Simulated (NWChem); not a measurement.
Program: NWChem. System: H₂, charge 0, spin multiplicity 1, displaced from the optimised geometry. The structure started from a generated list of species. Level: BLYP/def2-SVP.

Part of the output:

```
             Northwest Computational Chemistry Package (NWChem) 7.3.0
             --------------------------------------------------------

                                NWChem Input Module
                                -------------------

 Scaling coordinates for geometry "geometry" by  1.889725989
 (inverse scale =  0.529177249)

 Turning off AUTOSYM since
 SYMMETRY directive was detected!

                             Geometry "geometry" -> ""
                             -------------------------

 Output coordinates in angstroms (scale by  1.889725989 to convert to a.u.)

  No.       Tag          Charge          X              Y              Z
 ---- ---------------- ---------- -------------- -------------- --------------
    1 H                    1.0000     0.00000000     0.00000000     0.39185200
    2 H                    1.0000     0.00000000     0.00000000    -0.39185200

 Effective nuclear repulsion energy (a.u.)       0.6752259131

            Nuclear Dipole moment (a.u.)
            ----------------------------
        X                 Y               Z
 ---------------- ---------------- ----------------
     0.0000000000     0.0000000000     0.0000000000

      Symmetry information
      --------------------

 Group name             D2h
 Group number             26
 Group order               8
 No. of unique centers     1

      Symmetry unique atoms

     1


 Summary of "ao basis" -> "" (spherical)
 ------------------------------------------------------------------------------
       Tag                 Description            Shells   Functions and Types
 ---------------- ------------------------------  ------  ---------------------
 *                          def2-svp                  on all atoms

                                 NWChem DFT Module
                                 -----------------

 Summary of "ao basis" -> "ao basis" (spherical)
 ------------------------------------------------------------------------------
       Tag                 Description            Shells   Functions and Types
 ---------------- ------------------------------  ------  ---------------------
 H                          def2-svp                 3        5   2s1p

 Summary of "ao basis" -> "ao basis" (spherical)
 ------------------------------------------------------------------------------
       Tag                 Description            Shells   Functions and Types
 ---------------- ------------------------------  ------  ---------------------
 H                          def2-svp                 3        5   2s1p

      Symmetry analysis of basis
      --------------------------

        ag          3
        au          0
        b1g         0
        b1u         3
        b2g         1
        b2u         1
        b3g         1
        b3u         1

            General Information
            -------------------
          SCF calculation type: DFT
          Wavefunction type:  closed shell.
          No. of atoms     :     2
          No. of electrons :     2
           Alpha electrons :     1
            Beta electrons :     1
          Charge           :     0
          Spin multiplicity:     1
          Use of symmetry is: on ; symmetry adaption is: on
          Maximum number of iterations: 100
          AO basis - number of functions:    10
                     number of shells:     6
          Convergence on energy requested:  1.00D-06
          Convergence on density requested:  1.00D-05
          Convergence on gradient requested:  5.00D-04

              XC Information
              --------------
                    Becke 1988 Exchange Functional  1.000
              Lee-Yang-Parr Correlation Functional  1.000

             Grid Information
             ----------------
          Grid used for XC integration:  medium
          Radial quadrature: Mura-Knowles
          Angular quadrature: Lebedev.
          Tag              B.-S. Rad. Rad. Pts. Rad. Cut. Ang. Pts.
          ---              ---------- --------- --------- ---------
          H                   0.35       45           6.0       434
          Grid pruning is: on
          Number of quadrature shells:    45
          Spatial weights used:  Erf1
[...]
 d= 0,ls=0.0,diis     5     -1.1621957362 -2.54D-10  4.74D-09  1.74D-15     0.1

         Total DFT energy =       -1.162195736207
      One electron energy =       -2.448099424917
           Coulomb energy =        1.290205827311
    Exchange-Corr. energy =       -0.679528051701
 Nuclear repulsion energy =        0.675225913099

 Numeric. integr. density =        2.000000164657

     Total iterative time =      0.0s

                  Occupations of the irreducible representations
                  ----------------------------------------------

                     irrep           alpha         beta
                     --------     --------     --------
                     ag                1.0          1.0
                     au                0.0          0.0
                     b1g               0.0          0.0
                     b1u               0.0          0.0
                     b2g               0.0          0.0
                     b2u               0.0          0.0
                     b3g               0.0          0.0
                     b3u               0.0          0.0

                       DFT Final Molecular Orbital Analysis
                       ------------------------------------

 Vector    1  Occ=2.000000D+00  E=-3.684166D-01  Symmetry=ag
              MO Center=  0.0D+00,  0.0D+00, -7.2D-18, r^2= 7.4D-01
   Bfn.  Coefficient  Atom+Function         Bfn.  Coefficient  Atom+Function
  ----- ------------  ---------------      ----- ------------  ---------------
     1      0.405555  1 H  s                  6      0.405555  2 H  s
     2      0.178927  1 H  s                  7      0.178927  2 H  s

 Vector    2  Occ=0.000000D+00  E= 4.343349D-02  Symmetry=b1u
              MO Center=  0.0D+00,  0.0D+00,  1.4D-16, r^2= 2.4D+00
   Bfn.  Coefficient  Atom+Function         Bfn.  Coefficient  Atom+Function
  ----- ------------  ---------------      ----- ------------  ---------------
     2      1.660682  1 H  s                  7     -1.660682  2 H  s
     1      0.252107  1 H  s                  6     -0.252107  2 H  s

 Vector    3  Occ=0.000000D+00  E= 3.087187D-01  Symmetry=ag
              MO Center=  0.0D+00,  0.0D+00,  5.0D-18, r^2= 2.3D+00
   Bfn.  Coefficient  Atom+Function         Bfn.  Coefficient  Atom+Function
  ----- ------------  ---------------      ----- ------------  ---------------
     2     -0.726615  1 H  s                  7     -0.726615  2 H  s
     1      0.708333  1 H  s                  6      0.708333  2 H  s
     5     -0.025544  1 H  pz                10      0.025544  2 H  pz

 Vector    4  Occ=0.000000D+00  E= 6.503520D-01  Symmetry=b1u
              MO Center=  0.0D+00,  0.0D+00, -1.8D-16, r^2= 1.8D+00
   Bfn.  Coefficient  Atom+Function         Bfn.  Coefficient  Atom+Function
  ----- ------------  ---------------      ----- ------------  ---------------
     2      1.738822  1 H  s                  7     -1.738822  2 H  s
     1     -0.942212  1 H  s                  6      0.942212  2 H  s
     5     -0.248367  1 H  pz                10     -0.248367  2 H  pz

 center of mass
 --------------
 x =   0.00000000 y =   0.00000000 z =   0.00000000

 moments of inertia (a.u.)
 ------------------
           1.105240854364           0.000000000000           0.000000000000
           0.000000000000           1.105240854364           0.000000000000
           0.000000000000           0.000000000000           0.000000000000

     Multipole analysis of the density
     ---------------------------------

     L   x y z        total         alpha         beta         nuclear
     -   - - -        -----         -----         ----         -------
     0   0 0 0     -0.000000     -1.000000     -1.000000      2.000000

     1   1 0 0      0.000000      0.000000      0.000000      0.000000
     1   0 1 0      0.000000      0.000000      0.000000      0.000000
     1   0 0 1      0.000000      0.000000      0.000000      0.000000

     2   2 0 0     -1.538296     -0.769148     -0.769148      0.000000
     2   1 1 0      0.000000      0.000000      0.000000      0.000000
     2   1 0 1      0.000000      0.000000      0.000000      0.000000
     2   0 2 0     -1.538296     -0.769148     -0.769148      0.000000
     2   0 1 1      0.000000      0.000000      0.000000      0.000000
     2   0 0 2     -1.095570     -1.096115     -1.096115      1.096659

            General Information
            -------------------
          SCF calculation type: DFT
          Wavefunction type:  closed shell.
          No. of atoms     :     2
          No. of electrons :     2
           Alpha electrons :     1
            Beta electrons :     1
          Charge           :     0
          Spin multiplicity:     1
          Use of symmetry is: on ; symmetry adaption is: on
          Maximum number of iterations: 100
          AO basis - number of functions:    10
                     number of shells:     6
          Convergence on energy requested:  1.00D-06
          Convergence on density requested:  1.00D-05
          Convergence on gradient requested:  5.00D-04

              XC Information
              --------------
                    Becke 1988 Exchange Functional  1.000
              Lee-Yang-Parr Correlation Functional  1.000

             Grid Information
             ----------------
          Grid used for XC integration:  medium
          Radial quadrature: Mura-Knowles
          Angular quadrature: Lebedev.
          Tag              B.-S. Rad. Rad. Pts. Rad. Cut. Ang. Pts.
          ---              ---------- --------- --------- ---------
          H                   0.35       45           6.0       434
          Grid pruning is: on
          Number of quadrature shells:    45
          Spatial weights used:  Erf1

          Convergence Information
          -----------------------
          Convergence aids based upon iterative change in
          total energy or number of iterations.
          Levelshifting, if invoked, occurs when the
          HOMO/LUMO gap drops below (HL_TOL):  1.00D-02
          DIIS, if invoked, will attempt to extrapolate
          using up to (NFOCK): 10 stored Fock matrices.

                    Damping( 0%)  Levelshifting(0.5)       DIIS
                  --------------- ------------------- ---------------
          dE  on:    start            ASAP                start
          dE off:    2 iters        100 iters           100 iters

      Screening Tolerance Information
      -------------------------------
          Density screening/tol_rho:  1.00D-10
          AO Gaussian exp screening on grid/accAOfunc:  14
          CD Gaussian exp screening on grid/accCDfunc:  20
          XC Gaussian exp screening on grid/accXCfunc:  20
          Schwarz screening/accCoul:  1.00D-08

                            NWChem DFT Gradient Module
                            --------------------------

  charge          =   0.00
  wavefunction    = closed shell

  Using symmetry

                         DFT ENERGY GRADIENTS

    atom               coordinates                        gradient
                 x          y          z           x          y          z
   1 H       0.000000   0.000000   0.740493    0.000000   0.000000   0.010739
   2 H       0.000000   0.000000  -0.740493    0.000000   0.000000  -0.010739

                 ----------------------------------------
                 |  Time  |  1-e(secs)   |  2-e(secs)   |
                 ----------------------------------------
                 |  CPU   |       0.00   |       0.00   |
                 ----------------------------------------
                 |  WALL  |       0.00   |       0.00   |
                 ----------------------------------------

 Task  times  cpu:        0.1s     wall:        0.1s

 Total times  cpu:        0.1s     wall:        0.1s
```

Problem. Write an NWChem input that would produce this output.

Solution. One answer among several that fit: 
```
start mol
memory heap 200 mb stack 900 mb global 1100 mb
geometry units angstroms nocenter noautoz
  H      0.000000     0.000000     0.391852
  H      0.000000     0.000000    -0.391852
  symmetry group D2h
end
basis spherical
  * library def2-svp
end
dft
  xc becke88 lyp
  semidirect memsize 60000000 filesize 0
  iterations 100
  vectors input hcore
end
task dft gradient
```
